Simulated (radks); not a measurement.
Question: The antimony ion Sb3+, configuration [Kr] 4d10 5s2 (the NIST ground configuration). Method: Dirac Kohn-Sham, PBE, spin-unpolarised, spherical densities, point nucleus; computed with a radial shooting solver on a logarithmic mesh with Libxc functionals. Some entries of the table are withheld. Estimate them.

| orbital | occ. | eigenvalue (eV) | r(max) (bohr) |
|---|---|---|---|
| 1s1/2 | 2 | -30315.11 | 0.01834 |
| 2s1/2 | 2 | -4636.811 | (1) |
| 2p1/2 | 2 | -4339.713 | (2) |
| 2p3/2 | 4 | -4087.885 | (3) |
| 3s1/2 | 2 | -932.9374 | (4) |
| 3p1/2 | 2 | -811.5264 | 0.2865 |
| 3p3/2 | 4 | -765.0557 | 0.2969 |
| 3d3/2 | 4 | -550.7473 | 0.2426 |
| 3d5/2 | 6 | -541.0899 | 0.2455 |
| 4s1/2 | 2 | -178.1868 | 0.7230 |
| 4p1/2 | 2 | -137.1222 | (5) |
| 4p3/2 | 4 | -128.5231 | (6) |
| 4d3/2 | 4 | (7) | 0.8410 |
| 4d5/2 | 6 | (8) | 0.8501 |
| 5s1/2 | 2 | -38.8961 | 1.810 |

Answer: 
(1) 2s1/2 r(max) (bohr): 0.1038
(2) 2p1/2 r(max) (bohr): 0.07983
(3) 2p3/2 r(max) (bohr): 0.08445
(4) 3s1/2 r(max) (bohr): 0.3001
(5) 4p1/2 r(max) (bohr): 0.7460
(6) 4p3/2 r(max) (bohr): 0.7704
(7) 4d3/2 eigenvalue (eV): -63.5084
(8) 4d5/2 eigenvalue (eV): -62.2498
